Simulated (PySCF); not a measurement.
## How methods differ on the electron affinity of Se

Se⁻ [Ar] 3d10 4s2 4p5 (2P) → Se [Ar] 3d10 4s2 4p4 (3P), as a difference of total energies. All numbers are calculated (PySCF 2.14, scalar relativity through the core potential, in aug-cc-pVDZ-PP with ECP10MDF (5s4p3d, 32 functions)). Correlated levels: valence: 3s2 3p6 3d10 frozen. The calculations carry no spin-orbit coupling.

```csv
method,electron affinity (eV),difference from reference (eV)
UHF,0.952,-1.069
LDA,2.329,+0.308
PBE,2.087,+0.066
PBE0,2.016,-0.005
r2SCAN,2.063,+0.042
PBEsol,2.089,+0.068
CAM-B3LYP,2.101,+0.080
M06-2X,1.925,-0.096
wB97X-V,2.058,+0.037
MP2 (valence),1.719,-0.302
SCS-MP2 (valence),1.698,-0.323
```

Reference: 2.021 eV (measured; photodetachment measurements, as compiled on the Wikipedia data page of electron affinities).

The reference lies between the lowest fine-structure levels, while these numbers refer to the centres of the terms.

Errors of the correlated levels include the incompleteness of this basis and the frozen core.

In the anion the highest occupied orbital energy is positive at LDA, PBE, PBE0, r2SCAN, PBEsol, a self-interaction effect; the basis confines that electron, and the energy difference can still be sensible.
